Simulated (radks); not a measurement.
Results of a calculation; reference values are marked as such.
Q: Radial electron density D(r) = 4 pi r^2 rho(r) of an atom or ion with 33.9 electrons. Level of theory: scalar-relativistic Kohn-Sham, PBE, spin-unpolarised, spherical densities, point nucleus (a radial shooting solver on a logarithmic mesh with Libxc functionals).

```
   r/bohr * D(r) (the largest magnitude, 49.4, reaches the edge; | marks zero)
 0.005028 |       *
  0.00576 |         *
 0.006599 |           *
  0.00756 |             *
 0.008662 |                *
 0.009924 |                    *
  0.01137 |                       *
  0.01303 |                           *
  0.01492 |                               *
   0.0171 |                                    *
  0.01959 |                                       *
  0.02244 |                                          *
  0.02571 |                                             *
  0.02946 |                                              *
  0.03375 |                                              *
  0.03866 |                                            *
   0.0443 |                                          *
  0.05075 |                                        *
  0.05814 |                                      *
  0.06661 |                                     *
  0.07632 |                                       *
  0.08744 |                                          *
   0.1002 |                                               *
   0.1148 |                                                   *
   0.1315 |                                                      *
   0.1506 |                                                      *
   0.1726 |                                                  *
   0.1977 |                                           *
   0.2265 |                                    *
   0.2595 |                              *
   0.2974 |                            *
   0.3407 |                              *
   0.3903 |                                 *
   0.4472 |                                   *
   0.5123 |                                   *
   0.5869 |                               *
   0.6725 |                         *
   0.7704 |                  *
   0.8827 |            *
    1.011 |       *
    1.159 |     *
    1.327 |    *
    1.521 |   *
    1.742 |   *
    1.996 |  *
    2.287 |  *
     2.62 | *
    3.002 |*
    3.439 |*
     3.94 *
    4.514 *
    5.172 *
    5.925 *
    6.788 *
    7.777 *
```

What is the nuclear charge?

A: Z = 34. The innermost maximum, from 1s, lies near gamma/Z bohr with gamma = sqrt(1 - (Z/c)^2) = 0.969, here 0.0285 bohr (found: 0.0309), and its height grows with Z. The density is that of the selenium ion Se0.1+ in [Ne] 3s1.9 3p6 3d10 4s2 4p4; the configuration itself is not fixed sharply by these data, and Z only to about a unit. D(r) has 3 maxima, at r = 0.0309, 0.139, 0.469 bohr, and minima at 0.0645, 0.297 bohr, inside which lie 2.07, 10.99 electrons.
